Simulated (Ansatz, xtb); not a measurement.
## Two structures of BFNO−

Structure a: a singlet given by its coordinates. Structure b: `[O-]N=BF`, a singlet. Both are isolated ions in the gas phase, relaxed with r2SCAN-D4/def2-SVPD.

a (Å):

```xyz
4

B    -1.8364    2.1009    0.0445
F    -2.5076    2.8586   -0.8909
N    -0.6301    1.4883    0.2325
O    -2.2321    1.6657    1.2510
```

Close contacts (Å): B1–F2 1.38, B1–N3 1.37, B1–O4 1.34.

b (Å):

```xyz
4

B     1.0683    1.8513    0.9607
F     2.0869    1.8010    1.8802
N     0.0874    1.3549    0.3336
O    -0.9098    1.0498   -0.3986
```

Task: Estimate which is lower in electronic energy at CCSD(T)/def2-TZVPPD, and by roughly how much.

Result: The CCSD(T)/def2-TZVPPD calculation puts structure a lower, by 33.5 kcal/mol.

The same difference at several levels:

```tsv
level	geometry	E(b) − E(a) (kcal/mol)	departure from the last row (kcal/mol)	job, with rough time for the two
r2SCAN-D4/def2-SVPD	r2SCAN-D4/def2-SVPD	+25.6	−7.9	optimisation, 71 s
HF/def2-TZVPPD	r2SCAN-D4/def2-SVPD	+41.8	+8.2	part of the CCSD(T) run
MP2/def2-TZVPPD	r2SCAN-D4/def2-SVPD	+24.2	−9.3	part of the CCSD(T) run
CCSD(T)/def2-TZVPPD	r2SCAN-D4/def2-SVPD	+33.5		single point, 3.4 min
```

The levels shown agree on the order. The largest departure from CCSD(T)/def2-TZVPPD is that of MP2/def2-TZVPPD, 9.3 kcal/mol. At CCSD(T)/def2-TZVPPD a triplet with the links of a lies below this singlet. Levels run at GFN2-xTB geometries aren't shown.

With harmonic frequencies from r2SCAN-D4/def2-SVPD (ideal gas, rigid rotor, one conformer each, 298.15 K, 1 atm): on the last row, ΔE + ΔZPE = +33.5, ΔH = +33.7, ΔG = +33.9 kcal/mol.

The T1 diagnostic of structures a and b is large, so the coupled-cluster value is less sure. The correlated steps freeze 4 core orbitals. Run with Ansatz 0.2.0; the last row on 1 thread of AMD EPYC (Zen 3) on a shared host.
